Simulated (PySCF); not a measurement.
# ORD: SMILES N#CC=C=C(C#N)C(F)(F)F, C6HF3N2

Geometry:
```json
{"atom": "N1", "x (Å)": "3.319", "y (Å)": "1.370", "z (Å)": "1.503"}
{"atom": "C2", "x (Å)": "2.676", "y (Å)": "0.642", "z (Å)": "0.871"}
{"atom": "C3", "x (Å)": "1.910", "y (Å)": "-0.275", "z (Å)": "0.090"}
{"atom": "C4", "x (Å)": "0.641", "y (Å)": "-0.097", "z (Å)": "-0.183"}
{"atom": "C5", "x (Å)": "-0.635", "y (Å)": "0.054", "z (Å)": "-0.461"}
{"atom": "C6", "x (Å)": "-1.072", "y (Å)": "0.741", "z (Å)": "-1.637"}
{"atom": "N7", "x (Å)": "-1.444", "y (Å)": "1.294", "z (Å)": "-2.584"}
{"atom": "C8", "x (Å)": "-1.708", "y (Å)": "-0.512", "z (Å)": "0.460"}
{"atom": "F9", "x (Å)": "-2.542", "y (Å)": "0.448", "z (Å)": "0.838"}
{"atom": "F10", "x (Å)": "-2.409", "y (Å)": "-1.445", "z (Å)": "-0.175"}
{"atom": "F11", "x (Å)": "-1.161", "y (Å)": "-1.054", "z (Å)": "1.539"}
{"atom": "H12", "x (Å)": "2.422", "y (Å)": "-1.170", "z (Å)": "-0.290"}
```

Method used: PySCF 2.14.0, TDDFT CAM-B3LYP/aug-cc-pVDZ circular dichroism and optical rotation, one conformer, gas phase. Geometry: PBE0-D3(BJ)/def2-SVP.

No stereocentre is labelled: unless the shape is locked (an allene, a helicene, a hindered biaryl), the mirror image is equally populated and a measured rotation or CD is zero.

**Question.** What is the specific rotation at 633, 589.3, 546, 436, 405, 365, 355 nm?

**Answer.** [α] in deg dm⁻¹ (g/mL)⁻¹:
```csv
λ (nm),origin-invariant length gauge,modified velocity gauge,length gauge (centre of mass),isotropic polarisability (au)
633,+104.8,+103.1,+105.0,91.1
589.3,+123.6,+121.7,+123.9,91.6
546,+148.1,+145.8,+148.3,92.3
436,+260.5,+256.6,+260.9,95.3
405,+318.0,+313.4,+318.5,96.8
365,+428.3,+422.4,+428.9,99.5
355,+465.6,+459.2,+466.2,100.4
```

**Question.** And for the mirror image at 589.3 nm?

**Answer.** -123.6 deg dm⁻¹ (g/mL)⁻¹ (origin-invariant length gauge): the same size and the opposite sign.

**Question.** What is the molar rotation [Φ] = [α]·M/100 of the geometry above at 589.3 nm?

**Answer.** With M = 158.08 g/mol, +195.4 deg cm² dmol⁻¹ (origin-invariant length gauge).

The first excitation lies at 5.23 eV (237 nm) with R = -2.3 × 10⁻⁴⁰ esu² cm² (velocity form).
